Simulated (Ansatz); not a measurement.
A short molecular-dynamics run on Al2Cl2H6N2 (`[Cl][Al@H-]1[NH2+][Al@@H-]([Cl])[NH2+]1`).

```yaml
crystal:
  periodic: [false, false, false]
  atoms:
    - {symbol: Cl, position_ang: [-1.769441, -1.764962, 1.606826]}
    - {symbol: Al, position_ang: [-0.013856, -1.307346, 0.510368]}
    - {symbol: N, position_ang: [0.657545, 0.416994, 1.103360]}
    - {symbol: Al, position_ang: [0.232309, 1.246601, -0.601521]}
    - {symbol: Cl, position_ang: [-1.345802, 2.631026, -0.307168]}
    - {symbol: N, position_ang: [-0.527221, -0.453259, -1.157800]}
    - {symbol: H, position_ang: [1.132775, -2.376287, 0.320833]}
    - {symbol: H, position_ang: [0.134313, 0.806327, 1.881842]}
    - {symbol: H, position_ang: [1.636773, 0.436973, 1.366027]}
    - {symbol: H, position_ang: [1.519795, 1.638949, -1.427209]}
    - {symbol: H, position_ang: [-1.532283, -0.417876, -1.299121]}
    - {symbol: H, position_ang: [-0.124916, -0.857151, -1.996437]}
basis:
  gaussian: {orbitals: def2-SVP}
hamiltonian: {xc: {name: revPBE}, dispersion: d4}
md: {timestep: 1 fs, n_steps: 50, ensemble: nve, temperature: 1000, initial_velocities: maxwell_boltzmann, seed: 826}
```

```sh
$ ansatz run in.yaml --threads 2 --pin off --events-out ev --progress --plain --max-ram 32768MiB --backend cpu
```

```tsv
step	time (fs)	potential energy (eV)	kinetic (eV)	T (K)	conserved (eV)
0	0.0	-41303.0238	1.2926	1000	-41301.7312
1	1.0	-41302.9874	1.2571	973	-41301.7303
2	2.0	-41302.9155	1.1858	917	-41301.7297
3	3.0	-41302.8187	1.0899	843	-41301.7288
4	4.0	-41302.7137	0.9865	763	-41301.7272
5	5.0	-41302.6253	0.8987	695	-41301.7265
6	6.0	-41302.5639	0.8365	647	-41301.7274
7	7.0	-41302.5171	0.7887	610	-41301.7285
8	8.0	-41302.4683	0.7396	572	-41301.7287
9	9.0	-41302.4137	0.6858	531	-41301.7279
10	10.0	-41302.3669	0.6404	495	-41301.7266
11	11.0	-41302.3465	0.6196	479	-41301.7270
12	12.0	-41302.3466	0.6182	478	-41301.7285
13	13.0	-41302.3474	0.6193	479	-41301.7281
14	14.0	-41302.3537	0.6271	485	-41301.7267
15	15.0	-41302.3856	0.6591	510	-41301.7266
16	16.0	-41302.4450	0.7171	555	-41301.7279
17	17.0	-41302.5119	0.7826	605	-41301.7293
18	18.0	-41302.5643	0.8347	646	-41301.7295
19	19.0	-41302.5991	0.8710	674	-41301.7281
20	20.0	-41302.6357	0.9080	702	-41301.7278
21	21.0	-41302.6776	0.9473	733	-41301.7303
22	22.0	-41302.6909	0.9592	742	-41301.7317
23	23.0	-41302.6558	0.9254	716	-41301.7304
24	24.0	-41302.5911	0.8622	667	-41301.7289
25	25.0	-41302.5198	0.7910	612	-41301.7288
26	26.0	-41302.4440	0.7146	553	-41301.7294
27	27.0	-41302.3545	0.6254	484	-41301.7291
28	28.0	-41302.2564	0.5293	409	-41301.7271
29	29.0	-41302.1802	0.4552	352	-41301.7250
30	30.0	-41302.1559	0.4298	332	-41301.7261
31	31.0	-41302.1668	0.4374	338	-41301.7293
32	32.0	-41302.1668	0.4367	338	-41301.7301
33	33.0	-41302.1420	0.4133	320	-41301.7286
34	34.0	-41302.1125	0.3849	298	-41301.7275
35	35.0	-41302.0952	0.3674	284	-41301.7278
36	36.0	-41302.0868	0.3581	277	-41301.7287
37	37.0	-41302.0752	0.3465	268	-41301.7286
38	38.0	-41302.0641	0.3378	261	-41301.7262
39	39.0	-41302.0900	0.3657	283	-41301.7243
40	40.0	-41302.1784	0.4510	349	-41301.7274
41	41.0	-41302.2844	0.5529	428	-41301.7315
42	42.0	-41302.3482	0.6167	477	-41301.7314
43	43.0	-41302.3679	0.6389	494	-41301.7291
44	44.0	-41302.3779	0.6501	503	-41301.7278
45	45.0	-41302.3978	0.6692	518	-41301.7287
46	46.0	-41302.4145	0.6839	529	-41301.7306
47	47.0	-41302.3988	0.6679	517	-41301.7309
48	48.0	-41302.3486	0.6209	480	-41301.7277
49	49.0	-41302.3110	0.5856	453	-41301.7253
50	50.0	-41302.3176	0.5894	456	-41301.7282
```

Velocities are drawn at the set temperature; a run this short doesn't reach equilibrium.

Frames (Å, forces in eV/Å):

```xyz
12
time=0.0 fs
Cl   -1.769   -1.765    1.607   -0.332   -0.061    0.197
Al   -0.014   -1.307    0.510    0.161   -0.417    0.076
N     0.658    0.417    1.103   -0.114   -0.095   -0.244
Al    0.232    1.247   -0.602    0.231    0.308   -0.240
Cl   -1.346    2.631   -0.307   -0.303    0.238    0.067
N    -0.527   -0.453   -1.158    0.136    0.089    0.235
H     1.133   -2.376    0.321    0.143   -0.121   -0.029
H     0.134    0.806    1.882   -0.302    0.254    0.515
H     1.637    0.437    1.366    0.635    0.031    0.212
H     1.520    1.639   -1.427    0.159    0.037   -0.097
H    -1.532   -0.418   -1.299   -0.637    0.007   -0.124
H    -0.125   -0.857   -1.996    0.224   -0.270   -0.570
12
time=3.0 fs
Cl   -1.761   -1.771    1.616   -0.399   -0.050    0.271
Al   -0.023   -1.293    0.514   -0.159   -0.209   -0.323
N     0.604    0.434    1.093    0.975    0.163    0.950
Al    0.246    1.234   -0.610   -0.329    0.575   -0.491
Cl   -1.339    2.630   -0.294   -0.120    0.168   -0.040
N    -0.493   -0.446   -1.174   -2.063   -0.531   -0.812
H     1.059   -2.323    0.212    0.779   -0.751    0.003
H     0.002    0.701    1.890    0.291    0.306   -0.084
H     1.609    0.549    1.370   -0.796   -0.194    0.066
H     1.486    1.488   -1.521    0.476    0.287   -0.076
H    -1.536   -0.432   -1.335    0.691    0.244    0.518
H    -0.218   -0.897   -2.055    0.653   -0.007    0.016
12
time=6.0 fs
Cl   -1.754   -1.777    1.625   -0.441   -0.044    0.313
Al   -0.032   -1.280    0.517    0.407   -0.776   -0.867
N     0.555    0.451    1.088    0.149    0.121    1.606
Al    0.258    1.224   -0.620   -0.296    0.833   -1.041
Cl   -1.333    2.630   -0.281    0.041    0.098   -0.153
N    -0.470   -0.441   -1.196   -1.581   -1.319   -1.657
H     1.045   -2.327    0.105    0.446   -0.439    0.247
H    -0.106    0.625    1.893    0.803    0.443   -0.693
H     1.527    0.645    1.384   -0.263   -0.281    0.342
H     1.490    1.361   -1.619    0.255    0.419    0.302
H    -1.497   -0.426   -1.332   -0.146    0.347    0.476
H    -0.257   -0.936   -2.109    0.624    0.596    1.125
12
time=9.0 fs
Cl   -1.748   -1.783    1.636   -0.440   -0.035    0.298
Al   -0.040   -1.270    0.516    1.161   -1.494   -1.407
N     0.508    0.469    1.092    0.399   -0.400    0.259
Al    0.270    1.216   -0.633   -0.112    0.853   -1.442
Cl   -1.326    2.630   -0.268    0.166    0.025   -0.264
N    -0.456   -0.444   -1.226   -1.217   -0.351    0.548
H     1.068   -2.367    0.020   -0.195    0.218    0.596
H    -0.157    0.588    1.849   -0.367    0.822    0.484
H     1.427    0.719    1.427    0.745   -0.156    0.605
H     1.515    1.269   -1.692   -0.048    0.525    0.676
H    -1.470   -0.391   -1.290   -0.842    0.217    0.079
H    -0.240   -0.933   -2.086    0.751   -0.226   -0.432
12
time=12.0 fs
Cl   -1.744   -1.789    1.647   -0.414   -0.042    0.241
Al   -0.044   -1.264    0.512    1.351   -1.686   -1.486
N     0.464    0.484    1.098    1.479    0.002    1.020
Al    0.281    1.210   -0.650   -0.101    0.790   -1.338
Cl   -1.319    2.630   -0.256    0.237   -0.022   -0.370
N    -0.452   -0.450   -1.254   -2.102    0.142    1.316
H     1.077   -2.391   -0.016   -0.418    0.487    0.725
H    -0.231    0.618    1.835   -0.331    0.707    0.157
H     1.374    0.775    1.515   -0.365   -0.534   -0.044
H     1.537    1.223   -1.708   -0.089    0.591    0.720
H    -1.498   -0.340   -1.242    0.641   -0.251   -0.497
H    -0.164   -0.945   -2.089    0.111   -0.185   -0.443
12
time=15.0 fs
Cl   -1.740   -1.795    1.659   -0.353   -0.057    0.136
Al   -0.045   -1.264    0.503    0.913   -1.253   -1.050
N     0.428    0.500    1.111    0.361    0.291    1.862
Al    0.291    1.208   -0.672   -0.360    0.716   -0.703
Cl   -1.312    2.630   -0.245    0.269   -0.052   -0.472
N    -0.458   -0.455   -1.274   -0.500   -0.438    0.370
H     1.053   -2.376    0.010   -0.163    0.298    0.581
H    -0.327    0.707    1.830    0.652    0.183   -1.011
H     1.299    0.789    1.603   -0.226   -0.502   -0.220
H     1.554    1.227   -1.664    0.163    0.578    0.426
H    -1.486   -0.309   -1.236    0.148   -0.443   -0.866
H    -0.082   -0.966   -2.121   -0.904    0.680    0.948
12
time=18.0 fs
Cl   -1.737   -1.801    1.671   -0.255   -0.072   -0.013
Al   -0.042   -1.267    0.490   -0.084   -0.306   -0.274
N     0.394    0.517    1.134    0.052   -0.263    0.020
Al    0.301    1.207   -0.696   -0.732    0.622    0.192
Cl   -1.304    2.629   -0.234    0.276   -0.076   -0.561
N    -0.468   -0.462   -1.290    0.335    0.339    1.647
H     1.017   -2.338    0.084    0.493   -0.276    0.224
H    -0.380    0.815    1.751   -0.120    0.131   -0.315
H     1.213    0.762    1.677    0.816   -0.139    0.265
H     1.586    1.280   -1.585    0.476    0.486    0.029
H    -1.467   -0.313   -1.301   -0.949   -0.275   -0.764
H    -0.066   -0.941   -2.091   -0.308   -0.171   -0.451
12
time=21.0 fs
Cl   -1.734   -1.808    1.683   -0.166   -0.108   -0.162
Al   -0.040   -1.271    0.477   -0.901    0.378    0.429
N     0.362    0.533    1.158    1.214   -0.460   -0.565
Al    0.308    1.209   -0.720   -0.623    0.626    0.742
Cl   -1.295    2.629   -0.226    0.236   -0.063   -0.630
N    -0.478   -0.467   -1.298   -1.222    0.674    1.349
H     1.023   -2.322    0.178    0.876   -0.568   -0.017
H    -0.441    0.935    1.643   -0.365    0.125    0.200
H     1.180    0.719    1.766   -0.154   -0.185   -0.269
H     1.655    1.375   -1.500    0.304    0.319   -0.075
H    -1.508   -0.343   -1.428    0.572   -0.256   -0.153
H    -0.075   -0.928   -2.094    0.230   -0.481   -0.850
12
time=24.0 fs
Cl   -1.732   -1.815    1.694   -0.085   -0.155   -0.297
Al   -0.040   -1.275    0.465   -0.711    0.123    0.852
N     0.336    0.546    1.179    0.182   -0.085   -0.620
Al    0.314    1.213   -0.741    0.005    0.746    0.959
Cl   -1.286    2.628   -0.219    0.144   -0.008   -0.685
N    -0.494   -0.469   -1.298   -0.447   -0.566   -1.434
H     1.097   -2.348    0.272    0.288    0.035   -0.030
H    -0.519    1.059    1.547    1.050   -0.725   -0.067
H     1.139    0.663    1.834   -0.564    0.046   -0.414
H     1.747    1.497   -1.421   -0.341    0.050    0.036
H    -1.510   -0.393   -1.568    0.736    0.009    0.552
H    -0.074   -0.946   -2.153   -0.258    0.529    1.146
12
time=27.0 fs
Cl   -1.731   -1.822    1.705   -0.006   -0.195   -0.411
Al   -0.042   -1.278    0.455   -0.300   -0.178    1.185
N     0.311    0.558    1.195   -0.132   -0.812   -2.235
Al    0.319    1.219   -0.759    0.401    0.819    1.182
Cl   -1.276    2.628   -0.213    0.052    0.046   -0.736
N    -0.512   -0.473   -1.305    0.802   -0.265   -0.662
H     1.195   -2.372    0.363   -0.445    0.668   -0.109
H    -0.521    1.128    1.451    0.420   -0.474    0.486
H     1.060    0.611    1.875    0.353    0.318    0.375
H     1.811    1.622   -1.340   -0.785   -0.227    0.017
H    -1.464   -0.441   -1.666   -0.908    0.325    0.547
H    -0.085   -0.930   -2.132    0.549   -0.025    0.361
12
time=30.0 fs
Cl   -1.729   -1.830    1.715    0.040   -0.237   -0.481
Al   -0.046   -1.281    0.449   -0.276   -0.024    1.436
N     0.287    0.565    1.198    1.570   -1.745   -2.189
Al    0.325    1.227   -0.774    0.227    0.744    1.477
Cl   -1.266    2.627   -0.209   -0.047    0.117   -0.779
N    -0.527   -0.479   -1.316    0.161    0.410    0.286
H     1.258   -2.341    0.444   -0.687    0.779   -0.250
H    -0.495    1.162    1.396   -0.921    0.345    0.886
H     1.000    0.584    1.937   -0.010    0.300   -0.148
H     1.811    1.729   -1.258   -0.689   -0.358   -0.181
H    -1.477   -0.464   -1.715   -0.354    0.293    0.681
H    -0.049   -0.918   -2.086    0.986   -0.623   -0.738
12
time=33.0 fs
Cl   -1.727   -1.838    1.724    0.036   -0.283   -0.503
Al   -0.050   -1.285    0.448   -0.679    0.509    1.510
N     0.271    0.562    1.188    0.514   -0.461   -0.990
Al    0.333    1.238   -0.783   -0.467    0.402    1.846
Cl   -1.257    2.627   -0.208   -0.200    0.243   -0.802
N    -0.539   -0.483   -1.327    1.119   -0.312   -0.962
H     1.266   -2.247    0.504   -0.352    0.385   -0.353
H    -0.525    1.208    1.410    0.382   -0.834    0.240
H     0.941    0.582    1.987   -0.194    0.164   -0.719
H     1.756    1.807   -1.193   -0.064   -0.252   -0.476
H    -1.519   -0.463   -1.707    0.710    0.058    0.535
H     0.053   -0.945   -2.081   -0.805    0.383    0.673
12
time=36.0 fs
Cl   -1.725   -1.847    1.731    0.012   -0.315   -0.492
Al   -0.057   -1.287    0.452   -1.440    1.240    1.347
N     0.258    0.556    1.171   -0.249   -0.120   -1.099
Al    0.338    1.251   -0.787   -1.235   -0.033    2.078
Cl   -1.247    2.628   -0.208   -0.337    0.345   -0.799
N    -0.545   -0.489   -1.342    2.382    0.071    0.497
H     1.246   -2.122    0.535    0.476   -0.312   -0.364
H    -0.534    1.192    1.446    0.316   -0.906   -0.202
H     0.873    0.594    1.984    0.690   -0.011   -0.079
H     1.695    1.864   -1.168    0.615   -0.053   -0.691
H    -1.514   -0.457   -1.658   -0.228   -0.068   -0.242
H     0.098   -0.950   -2.033   -1.002    0.161    0.046
12
time=39.0 fs
Cl   -1.723   -1.857    1.738   -0.029   -0.333   -0.446
Al   -0.068   -1.284    0.460   -1.532    1.411    1.041
N     0.245    0.549    1.147    1.195   -0.909   -0.939
Al    0.340    1.263   -0.784   -1.119   -0.140    1.870
Cl   -1.239    2.629   -0.210   -0.461    0.430   -0.757
N    -0.537   -0.493   -1.354    0.823    1.247    2.398
H     1.265   -2.021    0.534    0.803   -0.615   -0.335
H    -0.528    1.108    1.470   -1.165    0.256    0.086
H     0.859    0.606    1.967    0.729   -0.141   -0.293
H     1.682    1.914   -1.200    0.482   -0.157   -0.593
H    -1.520   -0.455   -1.625   -0.121   -0.093   -0.355
H     0.070   -0.948   -1.993    0.394   -0.957   -1.676
12
time=42.0 fs
Cl   -1.721   -1.867    1.743   -0.101   -0.343   -0.359
Al   -0.084   -1.278    0.472   -0.336    0.748    0.591
N     0.238    0.536    1.119    0.580   -0.031    0.353
Al    0.338    1.275   -0.775   -0.341   -0.042    1.262
Cl   -1.232    2.631   -0.214   -0.616    0.568   -0.694
N    -0.523   -0.492   -1.353    0.972   -0.043    0.344
H     1.344   -1.968    0.504   -0.026   -0.295   -0.286
H    -0.597    1.030    1.495    0.168   -0.296   -0.316
H     0.902    0.606    1.923    0.031   -0.105   -0.808
H     1.706    1.950   -1.282   -0.200   -0.472   -0.228
H    -1.533   -0.461   -1.619    0.704   -0.025   -0.054
H     0.051   -1.008   -2.064   -0.834    0.337    0.194
12
time=45.0 fs
Cl   -1.720   -1.878    1.747   -0.184   -0.333   -0.257
Al   -0.101   -1.269    0.485    0.858    0.034   -0.016
N     0.235    0.524    1.091   -0.441    0.219    0.148
Al    0.336    1.287   -0.762    0.179   -0.115    0.571
Cl   -1.226    2.635   -0.220   -0.746    0.696   -0.615
N    -0.503   -0.490   -1.349    1.154   -0.701   -0.497
H     1.422   -1.942    0.451   -0.825   -0.019   -0.145
H    -0.657    0.933    1.497    1.113   -0.276   -0.370
H     0.954    0.599    1.819    0.143    0.070   -0.017
H     1.716    1.945   -1.384   -0.597   -0.604    0.126
H    -1.496   -0.468   -1.620   -0.083    0.214    0.046
H    -0.026   -1.046   -2.130   -0.571    0.814    1.026
12
time=48.0 fs
Cl   -1.719   -1.891    1.751   -0.254   -0.298   -0.162
Al   -0.116   -1.260    0.498    1.382   -0.496   -0.680
N     0.230    0.512    1.065    1.251   -0.373   -0.644
Al    0.333    1.298   -0.747    0.155   -0.435    0.002
Cl   -1.222    2.640   -0.227   -0.828    0.792   -0.528
N    -0.477   -0.491   -1.347   -0.367    0.481    1.086
H     1.433   -1.919    0.385   -0.982   -0.019    0.031
H    -0.640    0.819    1.474   -0.392    0.777    0.692
H     1.017    0.597    1.710   -0.021    0.131    0.384
H     1.677    1.891   -1.476   -0.470   -0.454    0.280
H    -1.465   -0.456   -1.616   -0.564    0.476    0.323
H    -0.142   -1.028   -2.127    1.090   -0.582   -0.785
12
time=50.0 fs
Cl   -1.718   -1.899    1.753   -0.289   -0.269   -0.104
Al   -0.123   -1.255    0.506    1.314   -0.756   -1.056
N     0.230    0.503    1.045    1.841   -0.121   -0.152
Al    0.332    1.305   -0.737   -0.119   -0.720   -0.237
Cl   -1.221    2.645   -0.232   -0.868    0.855   -0.476
N    -0.460   -0.491   -1.343   -1.250    0.443    0.702
H     1.394   -1.904    0.341   -0.723   -0.166    0.125
H    -0.634    0.773    1.484   -0.434    0.942    0.840
H     1.059    0.601    1.655   -0.519    0.061    0.222
H     1.628    1.832   -1.525   -0.120   -0.227    0.219
H    -1.468   -0.428   -1.600    0.075    0.445    0.527
H    -0.179   -1.033   -2.147    1.090   -0.488   -0.609
```

It took 2.1 min on 2 threads of an AMD EPYC 7R13 on a shared host, with 0.63 GiB of host memory at the peak.
